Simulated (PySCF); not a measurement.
Ligand exchange on a metal centre used in film growth or etching (MOX3, M = Nb). All species are isolated molecules in the gas phase. One relaxed conformer stands for each flexible species; it need not be the lowest.

The charge on the central atom (Mulliken) from two functionals at the same geometries (TPSS-D3(BJ)/def2-SVP), both in PySCF: PBE-D3(BJ)/def2-TZVP and B3LYP-D3(BJ)/def2-TZVP. B3LYP has the VWN-RPA correlation part, as in Gaussian. 

```csv
species,B3LYP-D3(BJ)/def2-TZVP (e)
X = F,1.88
X = OH ([Nb(=O)(OH)3]),1.78
X = H ([Nb(=O)(H)3]),0.91
X = SH,1.23
```

What does PBE-D3(BJ)/def2-TZVP give for each?


- X = F: 1.69
- X = OH ([Nb(=O)(OH)3]): 1.58
- X = H ([Nb(=O)(H)3]): 0.78
- X = SH: 1.09
Over these rows, drawn at random from the members with no instability flagged (it was tested for open shells, ions and some series alone), PBE minus B3LYP-D3(BJ): mean -0.17 e, from -0.20 e to -0.13 e.
